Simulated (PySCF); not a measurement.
First SCF of a structure search on triplet [WCl3]+, at a hand-made trigonal planar geometry. PySCF input:

```python
from pyscf import gto, scf, dft
mol = gto.M(atom='''
W      0.000000     0.000000     0.000000
Cl     2.312800     0.000000     0.000000
Cl    -1.156400     2.002900     0.000000
Cl    -1.156400    -2.002900     0.000000''',
    basis={'W': 'def2-TZVP', 'Cl': 'def2-TZVP'},
    ecp={'W': 'def2-TZVP'},
    charge=1, spin=2)
mf = dft.UKS(mol, xc='PBE0')
mf.grids.atom_grid = (50, 194)
aux = {'W': 'def2-universal-JKFIT', 'Cl': 'def2-universal-JKFIT'}
mf = mf.density_fit(auxbasis=aux)
mf.conv_tol = 1e-08
mf.diis_space = 10
mf.max_cycle = 60
mf.init_guess = 'minao'
mf.verbose = 4
mf.kernel()
```

Excerpt of the output (cycles alone):

```
init E= -1427.74610462786
cycle= 1 E= -1446.77147284559  delta_E=  -19  |g|=  0.7  |ddm|= 5.27
cycle= 2 E= -1440.24055393203  delta_E= 6.53  |g|= 3.54  |ddm|= 2.89
cycle= 3 E= -1447.00272827052  delta_E= -6.76  |g|= 0.324  |ddm|= 2.32
cycle= 4 E= -1447.02464500206  delta_E= -0.0219  |g|= 0.249  |ddm|= 0.436
cycle= 5 E= -1447.06367440567  delta_E= -0.039  |g|= 0.0179  |ddm|= 0.226
cycle= 6 E= -1447.06400255835  delta_E= -0.000328  |g|= 0.00697  |ddm|= 0.0274
cycle= 7 E= -1447.06406109463  delta_E= -5.85e-05  |g|= 0.00319  |ddm|= 0.0107
cycle= 8 E= -1447.06408571219  delta_E= -2.46e-05  |g|= 0.00157  |ddm|= 0.00807
cycle= 9 E= -1447.06409416565  delta_E= -8.45e-06  |g|= 0.000967  |ddm|= 0.00624
cycle= 10 E= -1447.06409518839  delta_E= -1.02e-06  |g|= 0.000424  |ddm|= 0.00181
cycle= 11 E= -1447.06409537901  delta_E= -1.91e-07  |g|= 7.29e-05  |ddm|= 0.000762
cycle= 12 E= -1447.06409539247  delta_E= -1.35e-08  |g|= 3.16e-05  |ddm|= 0.000246
cycle= 13 E= -1447.06409539469  delta_E= -2.22e-09  |g|= 1.2e-05  |ddm|= 9.67e-05
Extra cycle  E= -1447.0640953949  delta_E= -2.11e-10  |g|= 1.92e-05  |ddm|= 4.14e-05
converged SCF energy = -1447.0640953949  <S^2> = 2.0272046  2S+1 = 3.0180819
```

No lower solution of this spin was found from smeared starts or by a stability analysis within the unrestricted form.

With open d or f shells other occupations or spin states may lie lower. No spin–orbit coupling is included, which matters more the heavier the element.

The search for the lowest solution, 3 starts and the stability check together, took 32 s on 4 threads of a shared Arm Neoverse V2 host, with 151 basis functions; the process peaked at 0.63 GiB. Launch command: `OMP_NUM_THREADS=4 python axn.py task.json out`.
